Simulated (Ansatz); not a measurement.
Two members of one family (Oligo(thiazole)), computed with Ansatz in the gas phase. The two geometries come from different levels. Binding counts from free atoms in the multiplicity of their measured ground term, without zero-point energy. Sets without diffuse functions give affinities that are too small. A dash marks a value that wasn't run or was left out as unsound. The structures are stationary points that may keep the symmetry of their start. Remarks come from the PBE and PBE0 runs and from stability tests at other levels; not every state was tested. A HOMO above zero means that the electron is unbound at that level and held by the basis, or that self-interaction error raises the level; the energy of removing that electron tells which.

First: c1csc(-c2cnc(-c3cnc(-c4cncs4)s3)s2)n1 (singlet, charge 0, PBE-D4/def2-SVP geometry).

| atom | x (Å) | y (Å) | z (Å) |
| --- | --- | --- | --- |
| C1 | -3.4991 | -0.5309 | -5.5551 |
| C2 | -2.3928 | -0.2144 | -6.3245 |
| S3 | -1.0261 | 0.0607 | -5.3025 |
| C4 | -2.0522 | -0.2746 | -3.8985 |
| C5 | -1.5487 | -0.2308 | -2.5438 |
| C6 | -2.2720 | -0.4777 | -1.3748 |
| N7 | -1.5840 | -0.3765 | -0.2102 |
| C8 | -0.3190 | -0.0545 | -0.4190 |
| C9 | 0.6567 | 0.1238 | 0.6251 |
| C10 | 2.0104 | 0.4585 | 0.5617 |
| N11 | 2.6645 | 0.5506 | 1.7460 |
| C12 | 1.8531 | 0.2911 | 2.7614 |
| C13 | 2.2625 | 0.3116 | 4.1453 |
| C14 | 1.5344 | 0.0680 | 5.3099 |
| N15 | 2.2251 | 0.1672 | 6.4811 |
| C16 | 3.4778 | 0.4842 | 6.2507 |
| S17 | 3.9121 | 0.6896 | 4.5699 |
| S18 | 0.1935 | -0.0890 | 2.2949 |
| S19 | 0.1027 | 0.1487 | -2.1280 |
| N20 | -3.3032 | -0.5621 | -4.2054 |
| H21 | -4.4953 | -0.7503 | -5.9669 |
| H22 | -2.3140 | -0.1318 | -7.4155 |
| H23 | -3.3385 | -0.7387 | -1.3846 |
| H24 | 2.5516 | 0.6468 | -0.3781 |
| H25 | 0.4648 | -0.1925 | 5.3240 |
| H26 | 4.2358 | 0.6229 | 7.0371 |

```json
{"level": "PBE-D4/def2-SVP", "HOMO (eV)": "-5.30", "LUMO (eV)": "-3.30", "gap (eV)": "2.00", "vertical IE (eV)": "–", "vertical EA (eV)": "–", "vertical triplet (eV)": "–", "binding per atom (eV)": "5.42"}
{"level": "PBE-D4/def2-TZVP", "HOMO (eV)": "-5.33", "LUMO (eV)": "-3.39", "gap (eV)": "1.94", "vertical IE (eV)": "7.11", "vertical EA (eV)": "1.72", "vertical triplet (eV)": "1.78", "binding per atom (eV)": "5.35"}
{"level": "r2SCAN-D4/def2-TZVP", "HOMO (eV)": "-5.45", "LUMO (eV)": "-3.37", "gap (eV)": "2.09", "vertical IE (eV)": "–", "vertical EA (eV)": "–", "vertical triplet (eV)": "–", "binding per atom (eV)": "5.08"}
{"level": "PBE0-D4/def2-SVP", "HOMO (eV)": "-6.16", "LUMO (eV)": "-2.76", "gap (eV)": "3.40", "vertical IE (eV)": "–", "vertical EA (eV)": "–", "vertical triplet (eV)": "–", "binding per atom (eV)": "5.21"}
{"level": "PBE0-D4/def2-TZVP", "HOMO (eV)": "-6.12", "LUMO (eV)": "-2.78", "gap (eV)": "3.33", "vertical IE (eV)": "7.33", "vertical EA (eV)": "1.66", "vertical triplet (eV)": "1.96", "binding per atom (eV)": "5.15"}
```

Remarks: HOMO above zero (-1 doublet).

Second: c1csc(-c2cnc(-c3cnc(-c4cnc(-c5cncs5)s4)s3)s2)n1 (singlet, charge 0, r2SCAN-D4/def2-SVP geometry).

| atom | x (Å) | y (Å) | z (Å) |
| --- | --- | --- | --- |
| C1 | -3.8364 | -1.6531 | 7.1198 |
| C2 | -4.5430 | -2.4861 | 6.2812 |
| S3 | -3.9379 | -2.3427 | 4.6748 |
| C4 | -2.7684 | -1.1613 | 5.2531 |
| C5 | -1.8108 | -0.5239 | 4.3841 |
| C6 | -0.8577 | 0.4199 | 4.7535 |
| N7 | -0.0618 | 0.8840 | 3.7689 |
| C8 | -0.3538 | 0.3346 | 2.6086 |
| C9 | 0.3382 | 0.6493 | 1.3880 |
| C10 | 1.3887 | 1.5529 | 1.2467 |
| N11 | 1.8920 | 1.6937 | 0.0050 |
| C12 | 1.2718 | 0.9212 | -0.8635 |
| C13 | 1.6076 | 0.8724 | -2.2592 |
| C14 | 2.6063 | 1.6085 | -2.8927 |
| N15 | 2.7488 | 1.4038 | -4.2172 |
| C16 | 1.8857 | 0.5190 | -4.6696 |
| C17 | 1.8149 | 0.1106 | -6.0495 |
| C18 | 2.6176 | 0.5655 | -7.0887 |
| N19 | 2.3613 | 0.0321 | -8.3106 |
| C20 | 1.3827 | -0.8265 | -8.2532 |
| S21 | 0.6854 | -1.0528 | -6.6718 |
| S22 | 0.8123 | -0.1321 | -3.4342 |
| S23 | -0.0166 | -0.0560 | -0.1610 |
| S24 | -1.6759 | -0.8272 | 2.6786 |
| N25 | -2.8507 | -0.9180 | 6.5423 |
| H26 | -4.0245 | -1.5574 | 8.1927 |
| H27 | -5.3660 | -3.1585 | 6.5190 |
| H28 | -0.7487 | 0.7725 | 5.7814 |
| H29 | 1.7905 | 2.1220 | 2.0878 |
| H30 | 3.2458 | 2.3139 | -2.3572 |
| H31 | 3.4085 | 1.3054 | -6.9491 |
| H32 | 0.9944 | -1.3859 | -9.1080 |

Problem. Estimate how these quantities change from the first to the second (second minus first).

Solution. 
```csv
level,Δ HOMO (eV),Δ LUMO (eV),Δ gap (eV),Δ vertical IE (eV),Δ vertical EA (eV),Δ vertical triplet (eV),Δ binding per atom (eV)
PBE-D4/def2-SVP,0.10,-0.13,-0.23,–,–,–,0.05
PBE-D4/def2-TZVP,0.10,-0.13,-0.23,-0.28,0.30,-0.19,0.05
r2SCAN-D4/def2-TZVP,0.11,-0.14,-0.25,–,–,–,0.04
PBE0-D4/def2-SVP,0.13,-0.17,-0.30,–,–,–,0.05
PBE0-D4/def2-TZVP,0.14,-0.16,-0.30,-0.25,0.28,-0.15,0.05
```
